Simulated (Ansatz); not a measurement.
Input (CCSDT(Q)/cc-pV(D+d)Z; Ansatz, a first-principles code): A basis named .json is the Basis Set Exchange file of that set.

Ansatz 0.2 input:
```yaml
crystal:
  periodic: [false, false, false]
  atoms:
    - {symbol: F, position_ang: [-1.35583402, 0.77106553, -0.06334236]}
    - {symbol: C, position_ang: [-0.69110287, -0.41395416, 0.06495948]}
    - {symbol: Cl, position_ang: [1.07242974, -0.14955419, -0.00537144]}
    - {symbol: H, position_ang: [-0.92149236, -0.84845171, 1.03428081]}
    - {symbol: H, position_ang: [-0.96068985, -1.06499181, -0.76264195]}
basis:
  gaussian:
    orbitals: cc-pV_D+d_Z.json
magnetization: {spin_polarized: false}
correlation: {method: ccsdt_q, electrons: outside_noble_gas}
```

Output:

```
Functional definition: HF
integrals: 0.05 GiB planned
1124 factors; integrals over basis functions are off by at most 1.6e-7 eV
mean field: 0.20 GiB planned
mean field evaluation 1: about -16270.1733 eV, gradient 2.4e1 eV
mean field evaluation 2: about -16270.2547 eV, gradient 2.4e1 eV
mean field evaluation 4: about -16271.5493 eV, gradient 2.2e0 eV
mean field evaluation 8: about -16271.5704 eV, gradient 1.9e-1 eV
mean field evaluation 16: about -16271.1475 eV, gradient 1.4e1 eV
mean field -16271.57054722 eV, -597.9691883436 hartree, gradient 2.7e-6 eV, S^2 0.000000; 0 other end points of the search recorded, 0 dependent functions left out
7 core orbitals not correlated
reference -16271.57054722 eV, -597.9691883436 hartree; 10, 10 occupied and 44, 44 virtual orbitals, 1124 factors
second order -12.66645423 eV of doubles, -0.00000000 eV of singles
coupled cluster: 0.95 GiB planned
cycle   1  -13.08947308 eV  change   -4.2e-1 eV  update   8.4e-2
cycle   2  -13.53618860 eV  change   -4.5e-1 eV  update   3.7e-2
cycle   3  -13.77814508 eV  change   -2.4e-1 eV  update   1.7e-2
cycle   4  -13.75888351 eV  change    1.9e-2 eV  update   4.7e-3
cycle   5  -13.75054972 eV  change    8.3e-3 eV  update   2.6e-3
cycle   6  -13.75273518 eV  change   -2.2e-3 eV  update   8.4e-4
cycle   7  -13.75332472 eV  change   -5.9e-4 eV  update   3.4e-4
cycle   8  -13.75324990 eV  change    7.5e-5 eV  update   1.7e-4
cycle   9  -13.75313670 eV  change    1.1e-4 eV  update   5.5e-5
cycle  10  -13.75319350 eV  change   -5.7e-5 eV  update   2.2e-5
cycle  11  -13.75313833 eV  change    5.5e-5 eV  update   9.9e-6
cycle  12  -13.75314298 eV  change   -4.6e-6 eV  update   3.5e-6
cycle  13  -13.75314420 eV  change   -1.2e-6 eV  update   1.4e-6
perturbative correction -0.02665853 eV, -0.0009796828 hartree
Total energy: -16285.35034994 eV, -598.4755867535 hartree
```
